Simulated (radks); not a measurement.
The numbers below are computed, except where a source is named.
Task: Spherical quantum dot in the effective-mass picture: electrons in a hard-walled sphere of radius 7.25, with a point charge +2 (a donor) at the centre, all in effective atomic units (hartree* = m*/eps^2 hartree, bohr* = eps/m* bohr), one dielectric constant everywhere. Level of theory: non-relativistic Kohn-Sham, PBEsol, spin-polarised, spherical densities (a radial shooting solver with Libxc functionals). Levels are named by radial order and angular momentum (1s, 1p, 1d, 2s, ...), and open shells are averaged over m. Results are scaled to m* = 0.044 and eps = 10.4, for which hartree* = 11.07 meV and bohr* = 12.51 nm. At N = 33 the configuration is 1s2 1p6 1d10 2s2 1f(up 7, down 6). Does electron 34 go into 1g up or 1f down or 1g down?

Result: Into 1f down. The total energies of the other choices lie higher by 1.38 meV (1g up), 1.43 meV (1g down).
